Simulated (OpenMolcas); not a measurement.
Co VII.

```
Program             : OpenMolcas 26.06
Basis               : ANO-RCC-VTZP [6s5p3d2f1g]
Scalar Hamiltonian  : DKH2, point nucleus
Active space        : 3 electrons in 5 orbitals (3d)
State averaging     : 2S+1 = 4 even, 10 roots; 2S+1 = 2 even, 40 roots kept (CI in the orbitals of an earlier block)
Spin-orbit coupling : state interaction with AMFI integrals over the reference wave functions, term energies averaged over their components
```

Two sets of levels on these reference wave functions, in cm-1 above 3d3 4F 3/2: one from CASSCF and one from MS-CASPT2, IPEA 0.25 Eh, imaginary shift 0.1 Eh (closed shells correlated: 3s 3p).

```
               Level  Set 1  Set 2
          3d3 4F 3/2    0.0    0.0
          3d3 4F 5/2    736    730
          3d3 4F 7/2   1717   1708
          3d3 4F 9/2   2900   2900
          3d3 4P 1/2  22190  25750
          3d3 4P 3/2  22420  25980
          3d3 2G 7/2  24410  26600
          3d3 4P 5/2  23360  26910
          3d3 2G 9/2  25380  27540
          3d3 2P 1/2  31440  35060
   3d3 2P 3/2 [56 %]  31060  35080
          3d3 2H 9/2  33940  35240
         3d3 2H 11/2  34630  35910
3d3 2D 3/2(1) [59 %]  34380  38830
       3d3 2D 5/2(1)  34200  39070
          3d3 2F 7/2  54330  60130
```

Question: Which set is which?

Answer: Set 1 is MS-CASPT2. Its levels of the other terms of 3d3 lie at 0.86 to 0.96 of the other set's values, as expected, since terms of lower spin or lower L gain more correlation energy than the Hund ground term. Against 6 measured levels (Sugar and Corliss, J. Phys. Chem. Ref. Data 10, 1097 (1981)) the mean absolute deviation is 620 cm-1 with it and 2400 cm-1 without; single levels miss by up to 1200 cm-1 with it.

CASPT2 does not keep the components of a term degenerate, so their means are used; among the terms shown or strongly mixed into the levels shown the widest spread is 720 cm-1 (3d3 4F, MS-CASPT2). Terms from blocks run as CI alone lack orbitals of their own. Without dynamic correlation excited terms often stand tens of per cent too high (terms of higher spin than the ground term too low), and those without a measured partner can miss by more than the paired ones (holds for CASSCF). Computed and measured levels are paired by configuration, term and J; levels that our copy of the source lacks, or whose pairing is in doubt (as where it misses far off the trend of its configuration), stay unpaired and out of the deviations. Levels of configurations outside the active space are missing. The table leaves out levels that lie high or whose names do not pair safely across all columns.

A share in square brackets marks a mixed level and gives the weight of the term that names it, the lowest over the columns. A number in round brackets counts repeated terms of one configuration in the order of the reference energies.
